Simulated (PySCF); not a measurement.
Spin states and ions at one geometry of [PbF]+

PySCF 2.14.0, RKS PBE0, Pb def2-SVP with ECP60, F def2-SVP; non-relativistic Hamiltonian with scalar-relativistic core potentials where named; density fitting; no spin-orbit coupling; singlets restricted, open shells unrestricted. The geometry is relaxed for charge +1, singlet, vacuum:

```xyz
2

Pb    0.0000    0.0000   -0.1379
F     0.0000    0.0000    1.8636
```

Energies count from the relaxed state; an electron taken off or put on is at rest in vacuum. Charges and spins are Mulliken's.

Task: Order these states by energy, lowest first.
A. charge +1, triplet, vacuum
B. charge 0, doublet, vacuum
C. charge +2, doublet, vacuum
D. charge +1, singlet, vacuum

Result: B (-6.78 eV), D (0.00 eV), A (4.96 eV), C (18.69 eV).

Task: How do charge and spin on the first atom follow?

Result: 
| state | spin squared | charge on Pb1 (e) | spin on Pb1 (e) | dipole about the centre of mass (D) |
| --- | --- | --- | --- | --- |
| charge +1, singlet, vacuum | 0.00 | 1.38 | 0.00 | 3.65 |
| charge +1, triplet, vacuum | 2.01 | 1.08 | 1.32 | 1.30 |
| charge +2, doublet, vacuum | 0.76 | 1.95 | 0.22 | 1.12 |
| charge 0, doublet, vacuum | 0.75 | 0.48 | 0.97 | 3.11 |

With an electron taken off (doublet) the charges change, summed by element, by Pb +0.57 e, F +0.43 e. The vertical ionisation energy is 18.69 eV, against −ε(HOMO) = 16.01 eV of the relaxed state. The level lies 2.7 eV too high, as is usual for semilocal functionals and global hybrids, which keep a self-interaction error.

With an electron put on (doublet) the charges change, summed by element, by Pb -0.90 e, F -0.10 e. The vertical electron affinity is 6.78 eV, against −ε(LUMO) = 9.05 eV of the relaxed state.

Open shells may have lower solutions than those found.
